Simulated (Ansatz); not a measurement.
Basis-set series for CH$_{4}$ClGe (`[CH2][GeH2][Cl]`) radical. The species carries charge 0 and has multiplicity 2. All single points use the PBE0-D4/def2-TZVP geometry.

```xyz
7

C     0.4305   -0.3966    1.0443
Ge   -0.1368    0.0991   -0.7115
Cl   -1.5891    1.7012   -0.5266
H    -0.1021   -1.1405    1.6256
H     1.2482    0.1114    1.5426
H     1.0134    0.6713   -1.5483
H    -0.8641   -1.0458   -1.4260
```

```json
{"functional": "PBE0-D4", "basis": "def2-TZVPP", "functions": "177", "energy (Eh)": "-2577.26035", "HOMO (eV)": "-7.48", "LUMO (eV)": "-2.76"}
{"functional": "PBE0-D4", "basis": "def2-QZVPP", "functions": "336", "energy (Eh)": "-2577.32123", "HOMO (eV)": "-7.50", "LUMO (eV)": "-2.80"}
{"functional": "ωB97M-V", "basis": "def2-TZVPP", "functions": "177", "energy (Eh)": "-2577.54915", "HOMO (eV)": "-9.49", "LUMO (eV)": "-0.92"}
{"functional": "ωB97M-V", "basis": "def2-QZVPP", "functions": "336", "energy (Eh)": "-2577.60839", "HOMO (eV)": "-9.51", "LUMO (eV)": "-1.01"}
```

(1) Give the rows for def2-SVP. (Estimate.)

## Answers

(1) Ansatz gave: 
| functional | basis | functions | energy (Eh) | HOMO (eV) | LUMO (eV) |
| --- | --- | --- | --- | --- | --- |
| PBE0-D4 | def2-SVP | 84 | -2576.79346 | -7.41 | -2.60 |
| ωB97M-V | def2-SVP | 84 | -2577.08129 | -9.40 | -0.64 |

HOMO and LUMO are taken over both spins. Scalar relativity is left out up to krypton.
